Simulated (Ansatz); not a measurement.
`O[SiH2][SiH2][SeH]` + `[F][GeH]([F])[Cl]` → `[F][Ge]([F])([Cl])[SeH]` + `O[SiH2][SiH3]`  (formal exchange of groups at the Se–Si bond)

Computed with Ansatz on PBE0-D4/def2-TZVP structures; ΔE is electronic, products minus reactants. CCSD(T)/CBS is the MP2 limit (def2-TZVPP, def2-QZVPP) plus CCSD(T) − MP2 in def2-TZVPP, frozen cores. For Ge, Se outer-core shells are correlated without core-valence functions, which leaves a few kJ/mol of doubt a bond. Scalar relativity is left out up to krypton. One conformer a species, not always the lowest.

`O[SiH2][SiH2][SeH]`:

Cartesian coordinates in Å:
```
O -0.006 -1.315 1.583
Si -1.007 -0.243 0.829
Si 0.351 1.116 -0.515
Se 1.907 -0.343 -1.383
H 0.770 -1.567 1.072
H -1.744 0.495 1.885
H -1.997 -0.926 -0.054
H -0.348 1.857 -1.599
H 1.184 2.067 0.267
H 0.891 -1.140 -2.086
```

`[F][GeH]([F])[Cl]`:

Z-matrix (Å, degrees):
```
Ge
F 1 1.713
Cl 1 2.109 2 107.8
F 1 1.713 2 105.2 3 -114.9
H 1 1.520 2 110.6 3 125.7
```

`[F][Ge]([F])([Cl])[SeH]`:

```xyz
6

F     0.569    1.504    1.357
Ge    0.371    0.229    0.229
F     1.361   -1.042    0.817
Cl    1.212    0.815   -1.619
Se   -1.872   -0.317    0.189
H    -1.642   -1.188   -0.973
```

`O[SiH2][SiH3]`:

Cartesian coordinates in Å:
```
O 0.824 0.793 -1.727
Si 0.477 -0.501 -0.757
Si -0.513 0.141 1.272
H 0.097 1.360 -1.987
H -0.433 -1.464 -1.443
H 1.778 -1.173 -0.515
H -0.851 -1.064 2.078
H -1.772 0.896 1.011
H 0.394 1.012 2.068
```

```
                  species  HF/def2-TZVPP energy (Eh)
     `O[SiH2][SiH2][SeH]`                -3056.19264
      `[F][GeH]([F])[Cl]`                -2734.56002
`[F][Ge]([F])([Cl])[SeH]`                -5134.43603
          `O[SiH2][SiH3]`                 -656.31390
```

Work out ΔE.

ΔE = (-5134.43603) + (-656.31390) − (-3056.19264) − (-2734.56002) = 0.00273 Eh = +7.2 kJ/mol. CCSD(T)/CBS gives +13.2 kJ/mol.

Largest T1 diagnostic among the species: 0.012.
